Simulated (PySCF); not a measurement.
Excitation energies in several basis sets

Species: CH7FN2SSi.
InChI=1S/CH7FN2SSi/c1-5-6(2,3)4/h3-4H2,1H3

TDDFT with PBE0 (PySCF), vertical singlets, core orbitals frozen in the response, spherical d and f functions. The structure is a single PBE0-D3(BJ)/def2-SVP conformer in the gas phase; no vibrational or solvent corrections.

```json
{"basis": "6-31G*", "functions": "106", "diffuse": "no", "S1 (eV)": "6.09", "S2 (eV)": "7.09", "S3 (eV)": "7.39", "S4 (eV)": "7.71", "S5 (eV)": "7.78", "LUMO (eV)": "1.11", "α (au)": "58.2"}
{"basis": "def2-SVP", "functions": "127", "diffuse": "no", "S1 (eV)": "6.15", "S2 (eV)": "6.91", "S3 (eV)": "7.40", "S4 (eV)": "7.51", "S5 (eV)": "7.69", "LUMO (eV)": "1.11", "α (au)": "57.6"}
{"basis": "6-31+G*", "functions": "130", "diffuse": "yes", "S1 (eV)": "5.61", "S2 (eV)": "5.78", "S3 (eV)": "6.45", "S4 (eV)": "6.55", "S5 (eV)": "6.68", "LUMO (eV)": "-0.13", "α (au)": "69.1"}
{"basis": "def2-SVPD", "functions": "190", "diffuse": "yes", "S1 (eV)": "5.72", "S2 (eV)": "6.08", "S3 (eV)": "6.86", "S4 (eV)": "6.93", "S5 (eV)": "7.04", "LUMO (eV)": "0.24", "α (au)": "74.7"}
{"basis": "aug-cc-pVDZ", "functions": "209", "diffuse": "yes", "S1 (eV)": "5.50", "S2 (eV)": "5.67", "S3 (eV)": "6.31", "S4 (eV)": "6.33", "S5 (eV)": "6.50", "LUMO (eV)": "-0.34", "α (au)": "76.4"}
{"basis": "def2-TZVP", "functions": "240", "diffuse": "no", "S1 (eV)": "5.75", "S2 (eV)": "6.45", "S3 (eV)": "7.03", "S4 (eV)": "7.12", "S5 (eV)": "7.28", "LUMO (eV)": "0.57", "α (au)": "68.7"}
```

Question: How much do these states and the polarisability depend on the basis?

Answer: States are compared by their number. Against the largest diffuse basis here (aug-cc-pVDZ, itself not a converged limit), sets without diffuse functions differ by up to 0.65 eV in S1 and 1.29 eV in S5; the smaller diffuse sets differ by up to 0.21 and 0.54 eV. State by state, the largest deviation of a set without diffuse functions is S1 0.65, S2 1.42, S3 1.09, S4 1.37, S5 1.29 eV. The same number needn't mean the same state in each row. Against aug-cc-pVDZ the polarisability deviates by -24% in 6-31G*, -25% in def2-SVP, -10% in 6-31+G*, -2% in def2-SVPD, -10% in def2-TZVP. A single + in a Pople set puts diffuse functions on heavy atoms only.

Without π bonds the low states may be Rydberg-like; a valence basis with one diffuse set may place them up to an eV too high.
